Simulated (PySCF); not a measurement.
**Polarisability and C₆ of Rh⁺ (rhodium, charge +1)**

[Kr] 4d7 5s1, high-spin 5F determinant (an excited configuration). All numbers are calculated (PySCF 2.14, the spin-free X2C one-electron Hamiltonian (Gaussian nucleus), in x2c-TZVPPall with one added diffuse shell each of s, p, d, f type (9s7p7d3f1g, 95 functions)). Coupled (time-dependent) response in atomic units; α is the mean over directions.

| method | mean α (bohr³) | C₆ (like pair) | S(−4) |
| --- | --- | --- | --- |
| UHF | 38.18 | 258.9 | 1108 |
| PBE | 27.61 | 187.6 | 453.8 |
| PBE0 | 29.37 | 198.1 | 547.1 |

S(−4) is the Cauchy moment in α(ω) = α(0) + S(−4) ω² + …

Spin-orbit coupling is absent.

α(iu) at UHF:

```json
{"u (hartree)": "0", "α(iu) (bohr³)": "38.18"}
{"u (hartree)": "0.0500", "α(iu) (bohr³)": "35.64"}
{"u (hartree)": "0.100", "α(iu) (bohr³)": "30.03"}
{"u (hartree)": "0.200", "α(iu) (bohr³)": "19.84"}
{"u (hartree)": "0.300", "α(iu) (bohr³)": "14.04"}
{"u (hartree)": "0.500", "α(iu) (bohr³)": "8.748"}
{"u (hartree)": "0.750", "α(iu) (bohr³)": "5.946"}
{"u (hartree)": "1.00", "α(iu) (bohr³)": "4.467"}
{"u (hartree)": "1.50", "α(iu) (bohr³)": "2.879"}
{"u (hartree)": "2.00", "α(iu) (bohr³)": "2.030"}
{"u (hartree)": "3.00", "α(iu) (bohr³)": "1.158"}
{"u (hartree)": "5.00", "α(iu) (bohr³)": "0.5127"}
```

For an ion, C₆ is the dispersion term alone; charge-induced terms of lower order in 1/R come first.
